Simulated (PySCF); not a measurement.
Compound: C6H10O2P (charge -1).
SMILES: `C=C[P@]([O-])(C1CCC1)=O`

Torsions of this conformer, `[CH2:1]=[CH:2][P@:3](=[O:4])([O-:5])[CH:6]1[CH2:7][CH2:8][CH2:9]1`: C1–C2–P3–O4 3°, C2–P3–C6–C7 -84°.

The closed-shell ground state was solved at several levels (PySCF, density fitting, gas phase, non-relativistic). Geometry: PBE0-D3(BJ)/def2-SVP, one conformer, isolated ion. The geometry's basis has no diffuse functions, a weakness for an anion. No diffuse functions stand in pcSseg-1, which bears on an anion's orbital energies.

```json
{"level": "PBE0/pcSseg-1", "basis functions": "210", "total energy (Eh)": "-725.8860", "HOMO (eV)": "-2.08", "LUMO (eV)": "3.89", "gap (eV)": "5.97"}
{"level": "KT2/pcSseg-1", "basis functions": "210", "total energy (Eh)": "-735.6078", "HOMO (eV)": "-0.83", "LUMO (eV)": "2.93", "gap (eV)": "3.76"}
```

**Question.** Estimate the row for B3LYP/def2-SVPD, a basis of 270 functions; the other rows only guide the guess.

**Answer.** Total energy -726.1702 Eh, HOMO -2.11 eV, LUMO 3.40 eV, gap 5.51 eV.

**Question.** Over all these levels, which gives the widest orbital gap and which the narrowest?

**Answer.** PBE0/pcSseg-1 (global hybrid, 25 % exact exchange) has the widest, 5.97 eV, and KT2/pcSseg-1 (GGA) the narrowest, 3.76 eV. The two share the basis. From the narrowest to the widest the HOMO moves by -1.25 eV and the LUMO by +0.96 eV.
